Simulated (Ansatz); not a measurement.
Isolated molecules relaxed with PBE0-D4/def2-TZVP in Ansatz; ΔE leaves out vibrations. CCSD(T)/CBS adds triple-zeta CCSD(T) − MP2 to the extrapolated MP2 energy (def2 sets, frozen cores). This one scheme is used for every species. Functionals use def2-TZVPP. B3LYP here is the variant with VWN-RPA as its local correlation; programs differ in this. def2 core potentials past Kr. For Sb outer-core shells are correlated without core-valence functions, which leaves a few kJ/mol of doubt a bond. One conformer a species, not always the lowest.

`OC[SiH2][SbH2]` + `C=N` → `C=N[SiH2][SbH2]` + CH₃OH  (ligand exchange at the Si–C bond)

`OC[SiH2][SbH2]`:

Z-matrix (Å, degrees):
```
C
Si 1 1.897
O 1 1.415 2 113.1
H 1 1.094 2 108.7 3 118.1
H 1 1.099 2 109.6 3 -125.6
Sb 2 2.578 1 111.0 3 55.1
H 2 1.488 1 110.9 3 -64.6
H 2 1.490 1 110.4 3 174.8
H 3 0.963 1 108.3 2 -54.2
H 6 1.711 2 90.5 1 49.0
H 6 1.714 2 90.9 1 -42.2
```

`C=N`:

Cartesian coordinates in Å:
```
C 0.381 0.013 -0.083
N -0.747 0.550 0.085
H 0.586 -1.059 0.018
H 1.231 0.645 -0.349
H -1.451 -0.148 0.329
```

`C=N[SiH2][SbH2]`:

Z-matrix (Å, degrees):
```
Si
N 1 1.743
Sb 1 2.586 2 117.6
H 1 1.486 2 107.0 3 -121.8
H 1 1.486 2 107.0 3 121.9
C 2 1.256 1 126.8 3 -0.2
H 3 1.710 1 91.3 2 -46.0
H 3 1.710 1 91.3 2 45.3
H 6 1.096 2 120.0 1 -180.0
H 6 1.101 2 124.2 1 0.0
```

CH₃OH:

Z-matrix (Å, degrees):
```
C
O 1 1.409
H 1 1.097 2 112.4
H 1 1.090 2 107.0 3 -118.5
H 1 1.097 2 112.4 3 123.0
H 2 0.959 1 108.5 3 -61.6
```

| level | ΔE (kcal/mol) | difference from CCSD(T)/CBS |
| --- | --- | --- |
| PBE-D4 | -10.8 | 1.3 |
| PBE0-D4 | -11.4 | 0.7 |
| ωB97X-V | -11.8 | 0.3 |
| ωB97M-V | -11.7 | 0.4 |
| B2PLYP | -13.2 | -1.1 |
| PBE | -10.8 | 1.3 |
| r2SCAN | -12.4 | -0.3 |
| B3LYP | -13.0 | -0.9 |
| HF/def2-TZVPP | -15.4 | -3.3 |
| MP2/def2-TZVPP | -13.2 | -1.1 |
| CCSD/def2-TZVPP | -12.2 | -0.1 |
| CCSD(T)/def2-TZVPP | -11.9 | 0.2 |
| HF/def2-QZVPP | -15.6 | -3.5 |
| MP2/def2-QZVPP | -13.4 | -1.3 |
| SCS-MP2/def2-QZVPP | -13.6 | -1.5 |
| CCSD/CBS(def2) | -12.4 | -0.3 |
| CCSD(T)/CBS | -12.1 | 0 |

Largest T1 diagnostic among the species: 0.014.

In def2-TZVPP, CCSD(T) changes the Hartree–Fock value by +3.5 kcal/mol (the triples alone add +0.3 kcal/mol) and MP2 by +2.2 kcal/mol.
